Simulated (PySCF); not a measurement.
MoF3, SMILES [Mo]([F])([F])[F] (connectivity only; charge and spin as stated), neutral, multiplicity 4. Atoms are numbered in the order given.

```xyz
4

Mo     0.0000     0.0000     0.0000
F      1.8625     0.0000     0.0000
F     -0.9313    -1.6130     0.0000
F     -0.9313     1.6130     0.0000
```
Charge 0, spin multiplicity 4.

The structure is a stationary point at B3LYP-D3(BJ)/def2-TZVP. The multiplicity is an assumed one; other spin states were not compared. The def2 effective core potentials stand for the cores of Mo; spin–orbit coupling is left out.

These are PBE/def2-TZVPD run with PySCF values and carry that method's errors.

Mulliken values depend strongly on the basis, most of all with diffuse functions as here. ESP charges are fitted to the potential on shells at 1.4 to 2.0 van der Waals radii. Atomic charges (e):

```tsv
atom	ESP fit	Mulliken	Mulliken spin
Mo1	0.79	1.67	2.95
F2	-0.26	-0.56	0.02
F3	-0.26	-0.56	0.02
F4	-0.26	-0.56	0.02
```
